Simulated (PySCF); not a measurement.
Species: C₄H₇FSi.
SMILES: `F/C=C/[C@@H]1C[SiH2]1`

Jobs on this species (13 atoms, 54 electrons) with PySCF (density fitting). Hardware of each: an Arm Neoverse N1 with one thread, on a shared host. The host was shared with other jobs, so the times are rough. Peak memory is the resident size of the whole Python process, interpreter and libraries included.

| level and settings | work | basis functions | SCF cycles | wall time | peak memory |
| --- | --- | --- | --- | --- | --- |
| BHandHLYP/def2-SVPD | 10 singlets by full TDDFT, 4 Tamm–Dancoff triplets, polarisability, ΔSCF ions | 183 | ? | ? | ? |
| LDA/def2-SVPD | 10 singlets by full TDDFT, 4 Tamm–Dancoff triplets, polarisability, ΔSCF ions | 183 | ? | ? | ? |
| HF/pcSseg-1 | shieldings, ring-centre shieldings | 144 | 11 | 11 s | 0.73 GiB |
| KT2/pcSseg-1 | shieldings, ring-centre shieldings | 144 | 16 | 31 s | 0.75 GiB |
| OPBE/pcSseg-1 | shieldings, ring-centre shieldings | 144 | 16 | 31 s | 0.75 GiB |
| PBE0/def2-SVPD | 10 singlets by full TDDFT, 4 Tamm–Dancoff triplets, polarisability, ΔSCF ions | 183 | 14 | 78 s | 0.83 GiB |
| LC-wPBE/def2-SVPD | 10 singlets by full TDDFT, 4 Tamm–Dancoff triplets, polarisability, ΔSCF ions | 183 | 14 | 2.0 min | 0.83 GiB |
| BLYP/pcSseg-1 | shieldings, ring-centre shieldings | 144 | 15 | 29 s | 0.75 GiB |
| LDA/pcSseg-1 | shieldings, ring-centre shieldings | 144 | 15 | 24 s | 0.72 GiB |

Q: Fill in the missing figures.

A: 
- BHandHLYP/def2-SVPD; 10 singlets by full TDDFT, 4 Tamm–Dancoff triplets, polarisability, ΔSCF ions: 79 s, 0.83 GiB, 13 SCF cycles
- LDA/def2-SVPD; 10 singlets by full TDDFT, 4 Tamm–Dancoff triplets, polarisability, ΔSCF ions: 80 s, 0.54 GiB, 15 SCF cycles

Q: What do all jobs in the table cost together?

A: About 8.1 min; the longest takes about 25 % of that, and about 11 times as long as the shortest.
